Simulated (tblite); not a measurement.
C5H16Si2.
Cartesian coordinates in Å at the GFN2-xTB level; atoms count from 1:
```xyz
23
C5H16Si2 angstrom
C     -1.3961   -0.3113    1.5391
C     -1.2258    0.1910    0.1050
C     -2.1205    1.4144   -0.0948
C     -1.6753   -0.9070   -0.8596
Si     0.5968    0.6928   -0.2319
C      1.8036   -0.7548   -0.0107
Si     3.6162   -0.2985   -0.3335
H     -1.0868    0.4482    2.2546
H     -0.8024   -1.2066    1.7131
H     -2.4401   -0.5565    1.7368
H     -1.8376    2.2141    0.5865
H     -2.0372    1.7908   -1.1121
H     -3.1647    1.1618    0.0910
H     -1.5696   -0.5815   -1.8927
H     -1.0857   -1.8118   -0.7244
H     -2.7226   -1.1596   -0.6899
H      0.6823    1.1977   -1.6098
H      0.9504    1.7742    0.6988
H      1.7170   -1.1497    1.0017
H      1.5229   -1.5684   -0.6796
H      3.7709    0.1807   -1.7073
H      4.4615   -1.4822   -0.1395
H      4.0379    0.7492    0.5969
```

Calculated harmonic vibrations of the isolated species, GFN2-xTB (tblite), most abundant isotopes, no scaling. This tight-binding method is rough: wavenumbers can miss measured ones by several per cent, in bad cases by 10 to 20. Modes of hydrogen on silicon can be 10 to 20 % off. One conformer, not necessarily the lowest.

Harmonic wavenumbers (cm⁻¹): 39.4, 44.3, 91.4, 111.0, 169.0, 210.1, 228.5, 244.3, 267.6, 268.9, 368.9, 373.7, 390.1, 454.7, 494.1, 515.7, 599.8, 615.9, 698.9, 720.2, 724.2, 768.7, 791.0, 792.0, 801.0, 824.8, 892.8, 964.9, 973.1, 974.0, 1018.7, 1034.0, 1034.8, 1134.6, 1223.1, 1225.6, 1239.5, 1411.5, 1412.5, 1433.2, 1451.6, 1501.3, 1502.5, 1502.6, 1516.4, 1517.0, 1520.0, 2202.7, 2213.6, 2228.8, 2262.3, 2265.1, 2973.0, 2981.0, 2989.8, 2990.6, 2997.1, 3014.0, 3020.6, 3022.2, 3026.3, 3026.6, 3029.6.

A = 3577, B = 741.9, C = 723.0 MHz; mass 132.079 u (most abundant isotopes); point group Cs, symmetry number 1.

Problem. Zero-point energy?

Solution. Half the sum of the wavenumbers: 41168 cm⁻¹ = 117.70 kcal/mol.

Problem. What is S at 350 K and 1 bar for an ideal gas of classical rigid rotors and harmonic oscillators?

Solution. Translation 41.37, rotation 29.98, vibration 44.39: S = 115.7 cal/(mol K).

Problem. And Cp and H(350 K) − H(0)?

Solution. Cp = 53.26 cal/(mol K), of which vibrations give 45.31 (their classical limit is 63 R = 125.2); H(350 K) − H(0) = 10.87 kcal/mol without the zero-point energy, 8.08 from vibrations.

Problem. How do the functions run with temperature in this model?

Solution. 
```json
{"T (K)": "50", "S (cal/(mol K))": "60.4", "Cp (cal/(mol K))": "14.4", "H − H(0) (kcal/mol)": "0.54", "G − H(0) (kcal/mol)": "-2.48", "ln q(vib)": "0.85"}
{"T (K)": "100", "S (cal/(mol K))": "72.6", "Cp (cal/(mol K))": "21.4", "H − H(0) (kcal/mol)": "1.44", "G − H(0) (kcal/mol)": "-5.82", "ln q(vib)": "2.40"}
{"T (K)": "298.15", "S (cal/(mol K))": "107.7", "Cp (cal/(mol K))": "47.1", "H − H(0) (kcal/mol)": "8.26", "G − H(0) (kcal/mol)": "-23.85", "ln q(vib)": "8.99"}
{"T (K)": "373.15", "S (cal/(mol K))": "119.2", "Cp (cal/(mol K))": "55.9", "H − H(0) (kcal/mol)": "12.13", "G − H(0) (kcal/mol)": "-32.36", "ln q(vib)": "11.48"}
{"T (K)": "500", "S (cal/(mol K))": "137.4", "Cp (cal/(mol K))": "68.5", "H − H(0) (kcal/mol)": "20.05", "G − H(0) (kcal/mol)": "-48.66", "ln q(vib)": "15.64"}
{"T (K)": "750", "S (cal/(mol K))": "168.9", "Cp (cal/(mol K))": "86.8", "H − H(0) (kcal/mol)": "39.62", "G − H(0) (kcal/mol)": "-87.06", "ln q(vib)": "23.46"}
{"T (K)": "1000", "S (cal/(mol K))": "195.7", "Cp (cal/(mol K))": "99.2", "H − H(0) (kcal/mol)": "62.97", "G − H(0) (kcal/mol)": "-132.72", "ln q(vib)": "30.68"}
```

q(vib) and H(0) count from the zero-point level.

Problem. Which modes carry the vibrational entropy at 350 K?

Solution. 39.4 cm⁻¹: 5.61; 44.3 cm⁻¹: 5.37; 91.4 cm⁻¹: 3.94; 111.0 cm⁻¹: 3.56; 169.0 cm⁻¹: 2.75; 210.1 cm⁻¹: 2.34 cal/(mol K); the other 57 give 20.81 together.

Problem. What must be added to the electronic energy to get the Gibbs energy at 350 K and 1 bar?

Solution. ZPE + [H(350 K) − H(0)] − T·S = 117.70 + 10.87 − 40.51 = 88.06 kcal/mol.

Hindered rotation and anharmonicity are outside this model. Other conformers, if any are populated, would add a mixing term that is left out.

On one thread of an Arm Neoverse V1, on a shared host, this took 1.1 s wall. This covers the Hessian and the dipole derivatives.
